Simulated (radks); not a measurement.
The numbers below are computed, except where a source is named.
Numerical settings for the neon ion Ne+, [He] 2s2 2p5. Code: a radial shooting solver on a logarithmic mesh with Libxc functionals. Model: scalar-relativistic Kohn-Sham, r2SCAN, spin-polarised, spherical densities, finite nucleus; open shells are filled with parallel spins first; meta-GGA in the generalised Kohn-Sham scheme; Fermi nuclear charge, rms radius 3.0055 fm. The defaults (mesh step 0.008 in ln r, mesh end at 40 bohr or more with all orbitals vanishing there, Anderson mixing 0.5 over 9 steps, residual threshold near 1e-9 with the energy settled to 1e-9 hartree or 1e-11 of itself, here a cap of 93 iterations) give E = -128.256 hartree and 2p at -31.523 eV in 17 iterations. Run on one thread of a shared host, so times are rough (Arm Neoverse V1): 0.1 s of CPU time, 0.1 s wall, 17 iterations on 2189 mesh points. Changes against that run (0 stands for a change within the tolerance of the run):

\begin{tabular}{lrrrrr}
setting & iterations & converged & E (mhartree) & e(2p) (meV) & CPU (s) \\ \hline
mesh step in ln r 0.05 & 11 & yes & -0.194 & -0.00882 & 0.02 \\
mesh step in ln r 0.08 & 11 & yes & -1.27 & +0.103 & 0.01 \\
mesh step in ln r 0.12 & 7 & no & diverged & - & 0.02 \\
mesh end (bohr) 3 & 16 & yes & +40.4 & +1.2e+03 & 0.09 \\
mesh end (bohr) 400 & 17 & yes & 0 & 0 & 0.11 \\
residual threshold 0.001 & 10 & yes & 0 & -0.223 & 0.07 \\
residual threshold 0.1 & 10 & yes & 0 & -0.223 & 0.07 \\
mixing 0.2 & 15 & yes & 0 & 0 & 0.1 \\
linear mixing, mixing 0.5 & 41 & no & diverged & - & 0.27 \\
linear mixing, mixing 0.05 & 93 & no & +0.0169 & -144 & 0.52 \\
mixing history 2 & 49 & yes & 0 & 0 & 0.25 \\
iteration cap 5 & 5 & no & +0.0137 & +67.3 & 0.04 \\
\end{tabular}

Settings that end as converged yet miss the energy by more than 1 mhartree: mesh step in ln r 0.08 (-0.00127 hartree); mesh end (bohr) 3 (+0.0404 hartree). A mesh that ends early acts as a hard wall.
